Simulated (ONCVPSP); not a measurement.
**Tb (Z = 65): ONCV pseudisation with PBE, scalar-relativistic reference atom.**

```
Element                 : Tb (Z = 65)
Generator               : ONCVPSP 4.0.1
Type                    : optimised norm-conserving Vanderbilt (ONCV)
Functional              : PBE
Relativity              : scalar-relativistic
Frozen core             : [Kr] 4d10
Valence charge          : 19
Reference configuration : 4f8 5s2 5p6 (charge +3)
Partial waves           : 5s: rc 1.70 bohr, ncon 3, nbas 6, qcut 6.2 1/bohr, 2 projectors, debl 3.4 Ha; 5p: rc 2.55 bohr, ncon 4, nbas 9, qcut 4.5 1/bohr, 2 projectors, debl 2.8 Ha; d scattering state at 0.43 Ha: rc 2.40 bohr, ncon 3, nbas 7, qcut 4.4 1/bohr, 3 projectors, debl 0.5 Ha; 4f: rc 0.70 bohr, ncon 4, nbas 8, qcut 15.4 1/bohr, 2 projectors, debl 1.9 Ha
Local potential         : polynomial inside 0.60 bohr (lpopt 3, dvloc0 4 Ha)
Core correction         : Teter function, fcfact 4, rcfact 1.35
```

In the p channel the program set the typed energies aside and used -1.938, 0.050 Ha. In the d channel the program set the typed energies aside and used -0.911, 0.250, 0.750 Ha.

(1) Does this generation succeed?

Answers

(1) No. ONCVPSP 4.0.1 stopped with "sratom123: lschfb convergence ERROR n,l,iter= 4 3 4": the all-electron bound-state solver failed for one shell.
